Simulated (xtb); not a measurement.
C₂H₆Be, triplet, geometry from GFN2-xTB (such geometries of metal compounds can be far from the true shape) (a higher spin typed on purpose: for a closed-shell molecule this is an excited state), atoms displaced at random by about 0.05 Å a coordinate. Base run: GFN2-xTB in xtb 6.7.1.

Input for xtb:
```
$ xtb mol.xyz --gfn 2 --uhf 2 --opt --json

# file mol.xyz
9

Be    -0.55137203     0.62329614    -0.58149287
C      1.15803450    -0.07594989    -0.68967925
H      1.29527398    -1.10329176    -0.33577767
H      1.73358832     0.74039327    -0.24012523
H      1.40230962     0.03464754    -1.82941282
C     -0.86465575    -0.29860250     0.89066265
H     -1.18871859    -1.23076420     0.69653897
H     -1.77928035     0.27065692     1.28741988
H     -0.16686648    -0.28083160     1.67495147
```

The base run was repeated with changes; each row names its change, and settings that it needs were set with it.

| change | ΔE vs base (kJ/mol) | optimiser steps |
|---|---|---|
| base | 0.00 | 7 |
| opt level = vtight | -0.01 | 22 |
| engine = inertial | 0.02 | - |
| opt level = loose | 0.03 | 5 |
| opt level = sloppy | 0.03 | 5 |
| alpb = benzene | -48.7 | 8 |
| opt level = lax | 0.01 | 6 |
| opt level = extreme | -0.01 | 22 |
| engine = lbfgs | 0.00 | - |
| alpb = toluene | -47.8 | 7 |
